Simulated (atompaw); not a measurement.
Varying the PAW (atompaw) potential for Sb

Base potential:

* Element: antimony
* Generator: atompaw 4.2.0.5
* Type: PAW
* Functional: PBE
* Relativity: scalar-relativistic
* Frozen core: [Kr] 4d10
* Valence charge: 5
* Reference configuration: 5s2 5p1 (charge +2)
* Partial waves: 5s (bound): rc 2.45 bohr; 5s channel at -0.65 Ry: rc 2.45 bohr; 5p (bound): rc 2.45 bohr; 5p channel at -0.75 Ry: rc 2.45 bohr; 5d channel at 0.1 Ry: rc 2.05 bohr; 5d channel at 0.55 Ry: rc 2.45 bohr
* Local potential: bessel scheme, radius 1.65 bohr
* Core correction: smooth core density matched at 1.45 bohr
* Augmentation charge: besselshape compensation charge, radius 1.95 bohr; PAW radius 2.45 bohr; waves and projectors: custom polynom2 7 10 vanderbiltortho

All-electron outer shells of the reference configuration (PBE, scalar-relativistic, ld1.x):

| shell | level (eV) | outermost node (bohr) | outermost maximum (bohr) |
| --- | --- | --- | --- |
| 5s | -29.42 | 0.95 | 1.83 |
| 5p | -20.08 | 1.03 | 2.16 |

Cutoffs, loose and tight: the cutoffs (Ry, on a coarse ladder) from which the occupation-weighted sum of valence levels, in a spherical-Bessel basis at the reference potential, stays within 10 and 1 mRy of its value at 400 Ry. They see the waves, projectors and local potential, not the compensation charge or the core. A dash means not determined.

A true bound ghost makes a file unfit for plane-wave use even where its test errors are small: the radial tests pick states by their node count and pass the ghost by.

| change | outcome | cutoff, loose | cutoff, tight | bound ghosts |
| --- | --- | --- | --- | --- |
| base | generated | 10 Ry | 25 Ry | d |
| augmentation besselshape compensation charge, radius 1.95 bohr; PAW radius 2.45 bohr; waves and projectors: custom rrkj gramschmidtortho | generated | 6 Ry | 10 Ry | none |
| augmentation besselshape compensation charge, radius 1.62 bohr; PAW radius 2.45 bohr; waves and projectors: custom polynom2 7 10 vanderbiltortho | generated | 10 Ry | 25 Ry | d |
| core [Kr], valence charge 15; reference 4d10 5s2 5p1; waves now 5s (bound): rc 1.75 bohr; 5s channel at 1.4 Ry: rc 0.95 bohr; 5p (bound): rc 1.60 bohr; 5p channel at -1.15 Ry: rc 1.75 bohr; 4d (bound): rc 0.95 bohr; 4d channel at -1.35 Ry: rc 1.75 bohr; 4f channel at 0.05 Ry: rc 1.75 bohr; 4f channel at 1.45 Ry: rc 1.75 bohr; core correction smooth core density matched at 1.55 bohr; augmentation besselshape compensation charge, radius 1.40 bohr; PAW radius 1.75 bohr; waves and projectors: custom polynom2 7 10 vanderbiltortho | failed: atompaw: The overlap operator has at least one negative eigenvalue! | – | – | – |
| local potential bessel scheme, radius 2.16 bohr | generated | 10 Ry | 25 Ry | d |
| core correction smooth core density matched at 1.98 bohr | generated | 10 Ry | 25 Ry | d |
| augmentation besselshape compensation charge, radius 1.95 bohr; PAW radius 2.45 bohr; waves and projectors: custom rrkj vanderbiltortho | generated | 6 Ry | 10 Ry | none |
| wave 5s channel at -0.65 Ry: rc 2.45 bohr becomes 5s channel at -0.65 Ry: rc 1.74 bohr | failed: atompaw: The overlap operator has at least one negative eigenvalue! | – | – | – |

What comes out with this change to the base: local potential troulliermartins scheme with l = 3 at 0 Ry, radius 1.65 bohr?

outcome: generated; cutoff, loose: 15 Ry; cutoff, tight: 35 Ry; bound ghosts: s, d, p.

What comes out with this change to the base: reference 5s2 5p3?

outcome: generated; cutoff, loose: 12 Ry; cutoff, tight: 25 Ry; bound ghosts: d.
